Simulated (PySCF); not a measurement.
Computed with BP86/[Ru def2-TZVP with ECP28, Cl def2-TZVP], scalar-relativistic core potentials, density fitting, no spin–orbit coupling, PySCF. Open shells, if any, are unrestricted.

Q: What spin state, shape and geometry does isolated RuCl₃ take (every ligand bound to Ru)?

A: Formally Ru is in oxidation state +3, d5, with 3 unpaired electrons (the high-spin count would be 5). The Mulliken spin on Ru is 2.27. The polar-tensor charge on Ru, 1.14, is far below the formal one. The lowest minimum found is a quartet of C2v symmetry with Ru–Cl 2.172 Å, Ru–Cl 2.213 Å (×2); Cl–Ru–Cl 105.8° (×2), Cl–Ru–Cl 148.5°. Its harmonic wavenumbers are 78 (b2), 92 (b1), 103 (a1), 364 (a1), 416 (a1), 417 (b2) cm⁻¹ and its dipole moment is 0.36 D.

Only a few start shapes were tried, so a lower isomer may exist. With open d or f shells other occupations or spin states may lie lower.
